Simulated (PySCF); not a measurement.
BFHO, SMILES [OH+]=BF, charge +1. Coordinates come from a B3LYP-D3(BJ)/def2-TZVP optimisation. The geometry has at least one imaginary mode, so it is a saddle point at that level. The isomer is the one that the SMILES or the coordinates give; other isomers of the formula were not compared.

TDDFT-PBE0/def2-TZVPD (PySCF 2.14.0) puts the lowest singlet excitations at 10.71, 10.71, 10.89, 11.04, 11.04, 13.09 eV.

Task: What are the lowest excitation roots from ADC(2)/aug-cc-pVDZ (PySCF 2.14.0)? (Estimate from the structure and the level; the computed values follow.)

Result: 10.66, 10.66, 11.28, 11.29, 11.29, 13.14 eV. S1 differs by -0.05 eV (second minus first; roots are paired by order, and the bases may differ).
